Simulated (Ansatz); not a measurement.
`OC(F)([SiH3])Cl` → `OC(F)Cl` + `[SiH2]` at 298.15 K and 1 bar (silylene formation by 1,1-elimination).

Calculated with Ansatz (gas phase, PBE0-D4/def2-TZVP geometries, no zero-point term in ΔE). CCSD(T)/CBS adds triple-zeta CCSD(T) − MP2 to the extrapolated MP2 energy (def2 sets, frozen cores). This one scheme is used for every species. Each species was taken in one conformer, which may not be the lowest.

| species | CCSD(T)/CBS energy (Eh) | H − E (kJ/mol) | S (J/(mol·K)) |
| --- | --- | --- | --- |
| `OC(F)([SiH3])Cl` | -964.26424 | 149.6 | 338.1 |
| `OC(F)Cl` | -673.99326 | 107.5 | 286.0 |
| `[SiH2]` | -290.19011 | 40.6 | 207.5 |

H − E and S are ideal-gas, rigid-rotor, harmonic terms from PBE0-D4/def2-TZVP, for one conformer and one mirror image of each species. 1 Eh = 2625.50 kJ/mol, R = 8.31446 J/(mol·K).

By hand: ΔE, ΔH, ΔS and ΔG.

ΔE = (-673.99326) + (-290.19011) − (-964.26424) = 0.08087 Eh = 212.3 kJ/mol. Δ(H − E) = 107.5 + 40.6 − 149.6 = -1.5, so ΔH = 210.8 kJ/mol. ΔS = 286.0 + 207.5 − 338.1 = 155.4 J/(mol·K). ΔG = 210.8 − 298.15 × (155.4)/1000 = 164.5 kJ/mol.

By hand: the equilibrium constant, and the temperature at which ΔG would vanish if ΔH and ΔS stayed fixed.

log₁₀ K = −ΔG/(RT ln 10) = -28.8. ΔG = 0 at ΔH/ΔS = 1356 K.

The number of gas molecules changes by +1, which sets the sign of ΔS. A doubt of 5 kJ/mol in ΔE shifts log₁₀ K by 0.9 here. Other conformers and mirror images would add mixing entropy, several J/(mol·K) or more a flexible species. These are equilibria of isolated gas molecules and say nothing of rates. Largest T1 diagnostic: 0.014 (customary marks: 0.02 for closed shells, 0.045 for open ones).
